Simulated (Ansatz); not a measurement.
This geometry of CH₁₀Al₂Si₃ (16 atoms, charge 0, multiplicity 1) is a first-order saddle point.

The calculation used UHF/STO-3G in Ansatz 0.2.0.

```xyz
16
Properties=species:S:1:pos:R:3
C -0.489 -1.593 2.682
Al -0.177 -0.598 1.088
Si 1.355 -1.291 -0.538
Al 1.470 0.348 -2.208
Si -0.573 1.389 -1.932
Si -1.180 1.279 0.245
H -0.449 -2.663 2.520
H 0.265 -1.368 3.428
H -1.448 -1.375 3.134
H 2.463 0.909 -1.220
H 2.377 -2.181 -0.050
H 1.966 -0.084 -3.532
H -0.638 2.758 -2.333
H -1.646 0.770 -2.647
H -0.725 2.425 0.966
H -2.594 1.253 0.440
```

Which two structures does it join? (They come from a converged band through this point; their orientation in space is the band's.)

Bonds broken: Si3–H10. Bonds formed: Al4–H10.

Image 0:

```xyz
16
Properties=species:S:1:pos:R:3
C -0.211 -1.350 2.707
Al 0.005 -0.541 0.993
Si 1.655 -1.018 -0.530
Al 1.187 0.325 -2.331
Si -0.719 1.554 -1.936
Si -1.392 1.097 0.174
H 0.231 -2.336 2.769
H 0.263 -0.750 3.476
H -1.251 -1.448 2.994
H 2.957 -0.764 0.000
H 1.670 -2.401 -0.886
H 1.980 0.417 -3.579
H -0.527 2.960 -2.094
H -1.767 1.221 -2.847
H -1.334 2.291 0.956
H -2.769 0.721 0.178
```

Image 10:

```xyz
16
Properties=species:S:1:pos:R:3
C -0.656 -1.753 2.573
Al -0.157 -0.513 1.218
Si 1.696 -0.870 -0.161
Al 1.486 0.266 -2.276
Si -0.530 1.357 -1.865
Si -1.135 1.344 0.319
H -0.851 -2.736 2.161
H 0.131 -1.880 3.308
H -1.546 -1.455 3.112
H 2.681 1.148 -2.264
H 2.834 -1.468 0.493
H 1.420 -0.807 -3.298
H -0.598 2.721 -2.287
H -1.643 0.751 -2.529
H -0.612 2.486 1.000
H -2.544 1.388 0.541
```

How far does it lie above each of them?

2.31 eV above the first and 0.07 eV above the second. This is the barrier of this one path; another mechanism may lie lower. The orbitals stay closed-shell, which can raise the energy where a bond breaks towards radicals; this wasn't checked here. Limits of this set-up: minimal basis.

Time of the run: 6 min on 1 thread of Intel(R) Xeon(R) Platinum 8375C CPU @ 2.90GHz (Ice Lake), with other jobs on the host, peak memory 0.25 GiB.
